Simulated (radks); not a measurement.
Excited configurations of Sr XVIII: one electron is placed in a higher orbital outside [Ar] 3d2. The ground configuration is [Ar] 3d3. All-electron calculation, scalar-relativistic Kohn-Sham, r2SCAN, spin-polarised, spherical densities, finite nucleus; open shells are filled with parallel spins first (spin-orbit coupling, left out, can overturn this in heavy ions); meta-GGA in the generalised Kohn-Sham scheme; Fermi nuclear charge, rms radius 4.224 fm. Program: a radial shooting solver on a logarithmic mesh with Libxc functionals. Excitation = E - E(ground); binding = E(ion) - E, where the ion is the core of charge +18; n* = 18/sqrt(2 binding) in atomic units. These energies are relativistic, and a one-electron ion of charge +18 with no core already has n* below n in this formula (scalar-relativistic equation, point nucleus: 4s 3.993, 5s 4.993, 5p 4.996, 5f 4.999, 6p 5.995, 7s 6.992). The quantum defect is therefore taken as that value minus n*, so that it holds no relativistic shift of the bare ion.

| outer orbital | excitation (eV) | binding (eV) | n* | quantum defect | eigenvalue (eV) | <r> (bohr) |
|---|---|---|---|---|---|---|
| 4s | 264.76 | 402.27 | 3.310 | 0.683 | -393.16 | 0.9266 |
| 5s | 430.18 | 236.84 | 4.314 | 0.678 | -231.54 | 1.564 |
| 5p | 444.37 | 222.65 | 4.450 | 0.546 | -217.54 | 1.608 |
| 6p | 518.69 | 148.33 | 5.451 | 0.544 | -145.03 | 2.434 |
| 7s | 556.40 | 110.62 | 6.313 | 0.679 | -108.26 | 3.336 |

Estimate the row for 5f.

Answer. excitation (eV) 481.71; binding (eV) 185.31; n* 4.877; quantum defect 0.122; eigenvalue (eV) -179.57; <r> (bohr) 1.636. The Delta-SCF ionisation energy is 667.02 eV (NIST Atomic Spectra Database: 665 eV, theoretical). Self-interaction in the functional shifts the binding energies and quantum defects, so they are the method's values and not measured ones. Open shells are spherical and high-spin; term and fine-structure splittings are not resolved.
